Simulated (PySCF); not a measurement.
Radial density of S⁺ (sulfur, charge +1)

UHF, [Ne] 3s2 3p3, high-spin 4S determinant. Calculation: PySCF 2.14, in aug-cc-pV(D+d)Z (5s4p3d, 32 functions); the non-relativistic Hamiltonian (point nucleus).

| r (bohr) | 4πr²ρ (e/bohr) | 4πr²(ρα − ρβ) |
| --- | --- | --- |
| 0.00136 | 0.05940 | 0.0000 |
| 0.00229 | 0.1636 | 0.0000 |
| 0.00385 | 0.4394 | 0.0001 |
| 0.00648 | 1.144 | 0.0001 |
| 0.0109 | 2.810 | 0.0004 |
| 0.0183 | 6.279 | 0.0010 |
| 0.0308 | 11.94 | 0.0034 |
| 0.0518 | 17.49 | 0.0142 |
| 0.0872 | 17.15 | 0.0598 |
| 0.147 | 12.26 | 0.1982 |
| 0.247 | 15.18 | 0.3656 |
| 0.415 | 16.47 | 0.1805 |
| 0.698 | 5.783 | 0.1071 |
| 1.17 | 3.037 | 1.4289 |
| 1.97 | 2.449 | 1.5180 |
| 3.32 | 0.3393 | 0.2500 |
| 5.59 | 0.003020 | 0.0027 |
| 9.40 | 3.397e-05 | 0.0000 |
